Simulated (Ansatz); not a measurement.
benzene (C6H6), singlet, geometry from GFN2-xTB. Base run: HF/3-21G run with Ansatz (a program for electronic structure).

Ansatz was given this input:
Ansatz 0.2 input:
```yaml
crystal:
  periodic: [false, false, false]
  atoms:
    - {symbol: C, position_ang: [-0.00073149, 1.38454572, 0.01022132]}
    - {symbol: C, position_ang: [1.19871869, 0.69290639, 0.00510756]}
    - {symbol: C, position_ang: [1.19945018, -0.69163933, -0.00511376]}
    - {symbol: C, position_ang: [0.00073149, -1.38454572, -0.01022132]}
    - {symbol: C, position_ang: [-1.19871869, -0.69290639, -0.00510756]}
    - {symbol: C, position_ang: [-1.19945018, 0.69163933, 0.00511376]}
    - {symbol: H, position_ang: [-0.00130232, 2.46498215, 0.01819757]}
    - {symbol: H, position_ang: [2.13414417, 1.23361899, 0.00909327]}
    - {symbol: H, position_ang: [2.13544649, -1.23136316, -0.00910430]}
    - {symbol: H, position_ang: [0.00130232, -2.46498215, -0.01819757]}
    - {symbol: H, position_ang: [-2.13414417, -1.23361899, -0.00909327]}
    - {symbol: H, position_ang: [-2.13544649, 1.23136316, 0.00910430]}
basis:
  gaussian:
    orbitals: 3-21G.json
hamiltonian:
  xc: hf
```
The basis file holds 3-21G in the JSON format of the Basis Set Exchange.

The bond that is stretched is that between atoms 11 and 5. A test that says stable can miss a lower solution.

The base run was repeated with changes; each row names its change, and settings that it needs were set with it.

| change | ΔE vs base (kcal/mol) | <S^2> | stability test says |
|---|---|---|---|
| base | 0.000 | 0.000 | minimum (restricted orbitals) |
| spin_polarized = on; lower_state_search = off | 0.000 | 0.000 | undecided (no full test) |
| spin_polarized = on; lower_state_search = standard | -1.60 | 0.401 | minimum |
| bond × 1.25 | 21.05 | 0.000 | minimum (restricted orbitals) |
| spin_polarized = on; lower_state_search = off; bond × 1.25 | 21.05 | 0.000 | undecided (no full test) |
| spin_polarized = on; lower_state_search = standard; bond × 1.25 | 19.31 | 0.418 | minimum |
| bond × 1.5 | 55.35 | 0.000 | minimum (restricted orbitals) |
| spin_polarized = on; lower_state_search = off; bond × 1.5 | 55.35 | 0.000 | undecided (no full test) |
| spin_polarized = on; lower_state_search = standard; bond × 1.5 | 52.46 | 0.605 | minimum |
| bond × 1.8 | 95.7 | 0.000 | minimum (restricted orbitals) |
| spin_polarized = on; lower_state_search = off; bond × 1.8 | 95.7 | 0.000 | undecided (no full test) |
| spin_polarized = on; lower_state_search = standard; bond × 1.8 | 76.4 | 1.222 | minimum |
| bond × 2.2 | 140.5 | 0.000 | minimum (restricted orbitals) |
| spin_polarized = on; lower_state_search = off; bond × 2.2 | 140.5 | 0.000 | undecided (no full test) |
| spin_polarized = on; lower_state_search = standard; bond × 2.2 | 86.0 | 1.516 | minimum |
| bond × 3.0 | 200.2 | 0.000 | minimum (restricted orbitals) |
| spin_polarized = on; lower_state_search = off; bond × 3.0 | 200.2 | 0.000 | undecided (no full test) |
| spin_polarized = on; lower_state_search = standard; bond × 3.0 | 88.9 | 1.618 | minimum |

Where a bond breaks into two radicals, a solution with restricted orbitals usually stops being the lowest and lies too high; an unrestricted one lies lower at the price of spin contamination, which <S^2> shows.
